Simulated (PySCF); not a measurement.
Method: B3LYP/[Ta def2-TZVP with ECP60, O def2-TZVP], scalar-relativistic core potentials, density fitting, no spin–orbit coupling, PySCF. Open shells, if any, are unrestricted.

**Question.** What shape and geometry does isolated doublet TaO₂ take (every ligand bound to Ta)?

**Answer.** Formally Ta is in oxidation state +4, d1, with 1 unpaired electron. The Mulliken spin on Ta is 1.14. The polar-tensor charge on Ta, 1.50, is far below the formal one. The lowest minimum found is a doublet of C2v symmetry with Ta–O 1.731 Å (×2); O–Ta–O 105.8°. Its harmonic wavenumbers are 338 (a1), 937 (b2), 1002 (a1) cm⁻¹ and its dipole moment is 5.49 D.

This need not be the most stable arrangement of these atoms. Open d and f shells are described by one determinant, and the ground state may have another occupation or spin. No spin–orbit coupling is included, which matters more the heavier the element.
